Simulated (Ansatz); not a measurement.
**Molecular dynamics, step by step**

AlBH$_{3}$OF (SMILES B[O][AlH][F]), closed shell, CAM-B3LYP-D4/pcseg-2 (Ansatz 0.2.0). Settings (timestep in fs, temperature in K; T counts 15 degrees of freedom):

```yaml
hamiltonian: {xc: {name: CAM-B3LYP}, dispersion: d4}
md: {n_steps: 80, timestep: 0.75, temperature: 700, ensemble: nve, seed: 30, initial_velocities: maxwell_boltzmann}
```

Start (the SMILES describes the start alone):

```xyz
7
angstrom
B -0.4343 1.2960 0.7030
O -0.0465 0.1506 0.1368
Al 0.4110 -1.2300 -0.6670
F 0.9505 -2.5864 0.0943
H -0.8137 2.1784 0.0203
H -0.3916 1.4114 1.8731
H 0.3245 -1.2201 -2.1605
```

```
step  time (fs)  potential energy less the start (meV)  kinetic energy (meV)  T (K)
   0       0.00                                    0.0                 452.4    700
   5       3.75                                  121.2                 331.9    514
  10       7.50                                  278.4                 176.2    273
  15      11.25                                  191.3                 262.4    406
  20      15.00                                   33.1                 419.9    650
  25      18.75                                  112.7                 341.1    528
  30      22.50                                  181.1                 272.5    422
  35      26.25                                  219.7                 234.6    363
  40      30.00                                   84.3                 367.7    569
  45      33.75                                  229.6                 225.3    349
  50      37.50                                  155.7                 296.4    459
  55      41.25                                  217.3                 237.3    367
  60      45.00                                  117.4                 335.6    519
  65      48.75                                  129.8                 323.6    501
  70      52.50                                  137.8                 315.5    488
  75      56.25                                  116.4                 336.5    521
  80      60.00                                  147.6                 306.9    475
```

Step 25, positions (Å) and forces (eV/Å):

```csv
atom,x,y,z,Fx,Fy,Fz
B1,-0.399,1.273,0.697,1.304,0.569,0.301
O2,-0.085,0.076,0.206,-0.313,-0.613,-0.380
Al3,0.393,-1.237,-0.742,0.153,0.215,1.982
F4,0.960,-2.503,0.150,-0.134,0.126,-0.392
H5,-0.290,2.222,-0.068,-0.525,-0.242,0.445
H6,-0.473,1.391,1.915,-0.452,0.057,-0.654
H7,0.417,-1.182,-2.217,-0.033,-0.111,-1.302
```

Step 30, positions (Å) and forces (eV/Å):

```tsv
atom	x	y	z	Fx	Fy	Fz
B1	-0.397	1.258	0.695	1.869	1.283	0.198
O2	-0.091	0.059	0.218	-0.550	-0.623	-0.380
Al3	0.386	-1.220	-0.753	0.613	-0.878	0.545
F4	0.965	-2.500	0.164	-0.375	0.695	-0.756
H5	-0.153	2.213	-0.064	-0.802	-0.448	0.542
H6	-0.474	1.424	1.906	-0.614	-0.119	-0.630
H7	0.451	-1.306	-2.333	-0.142	0.089	0.481
```

Step 70, positions (Å) and forces (eV/Å):

| atom | x | y | z | Fx | Fy | Fz |
| --- | --- | --- | --- | --- | --- | --- |
| B1 | -0.300 | 1.246 | 0.680 | 1.534 | -0.650 | 0.106 |
| O2 | -0.184 | -0.007 | 0.229 | -0.567 | 0.242 | -0.203 |
| Al3 | 0.387 | -1.239 | -0.760 | -0.534 | 0.749 | 1.216 |
| F4 | 0.992 | -2.413 | 0.164 | 0.529 | -0.873 | 0.089 |
| H5 | 0.530 | 1.997 | 0.308 | 0.071 | 0.668 | -0.425 |
| H6 | -0.944 | 1.548 | 1.597 | -1.026 | 0.043 | 0.396 |
| H7 | 0.135 | -1.184 | -2.221 | -0.007 | -0.179 | -1.178 |

Last step (80):

| atom | x (Å) | y (Å) | z (Å) |
| --- | --- | --- | --- |
| B1 | -0.2649 | 1.2400 | 0.6923 |
| O2 | -0.2099 | -0.0027 | 0.1994 |
| Al3 | 0.3626 | -1.2199 | -0.7506 |
| F4 | 1.0336 | -2.4495 | 0.1778 |
| H5 | 0.7077 | 1.9883 | 0.4373 |
| H6 | -1.1709 | 1.6549 | 1.4525 |
| H7 | 0.0903 | -1.0907 | -2.3711 |

The run took about 4.2 min on 2 CPU threads (shared host).
